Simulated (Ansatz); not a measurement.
Na5F4, relaxed as a doublet with UKS PBE0-D4/def2-SVP in Ansatz, starting from the GFN1-xTB geometry. Force threshold 0.02 eV/Å.

Another isomer (doublet) lies 0.46 eV lower at PBE0-D4/def2-TZVP; other spin states weren't run for this one.

Start:

```xyz
9

Na    0.999    0.623   -1.802
Na    0.418    0.612    1.700
Na    1.475   -1.919    0.288
Na   -1.346    2.015   -0.493
Na   -1.470   -1.084    0.013
F    -0.170    2.169   -2.030
F    -1.549    0.737    1.034
F     1.912   -0.614    1.699
F    -0.269   -2.541   -0.408
```

Problem. Estimate the energy that the relaxation releases and the steps that it takes.

Solution. 1.25 eV, in 33 steps; 2.2 min on 4 threads of Arm Neoverse V2 on a shared host. No frequencies were taken in this run, so the end may be a saddle point.

Problem. Does the start keep its bonding?

Solution. Bonds lost: Na1–Na3, Na1–Na5 (atoms count from 1). Bonds formed: Na5–F8 (atoms count from 1). Metal–metal contacts that move far: Na2–Na3 3.08 to 4.15 Å, Na4–Na5 3.14 to 4.11 Å.

Problem. Predict the relaxed structure.

Solution. 
```csv
atom,x (Å),y (Å),z (Å)
Na1,1.2181,3.7964,-1.7564
Na2,1.2607,0.4124,0.0372
Na3,1.2176,-3.3345,1.8135
Na4,-1.7092,1.9031,-1.2054
Na5,-0.8736,-1.6305,0.7140
F6,-0.7812,3.5300,-1.9204
F7,-0.9129,0.2651,-0.2290
F8,1.3520,-1.4447,0.9800
F9,-0.7714,-3.4972,1.5665
```
Bond lengths (bridged metal pairs left out): 10 × F–Na 2.00 to 2.25 Å; 1 × Na–Na 3.83 Å.
